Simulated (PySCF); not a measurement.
Precursor series Zn F-OH. Gas-phase values, no solvent. One relaxed conformer stands for each flexible species; it need not be the lowest.

Computed with PBE-D3(BJ)/def2-TZVP // TPSS-D3(BJ)/def2-SVP in PySCF. All candidates: neutral, multiplicity 1. 

```
Property          Value
-------------  --------
HOMO           -7.12 eV
HOMO–LUMO gap   4.66 eV
LUMO           -2.46 eV
```

Problem. Identify which member has these values.
A. [Zn(OH)2]
B. [Zn(F)(OH)]
C. [Zn(F)2]

Solution. B, [Zn(F)(OH)]. The others give [Zn(OH)2]: -6.46 eV, 4.38 eV, -2.08 eV; [Zn(F)2]: -8.58 eV, 5.61 eV, -2.98 eV
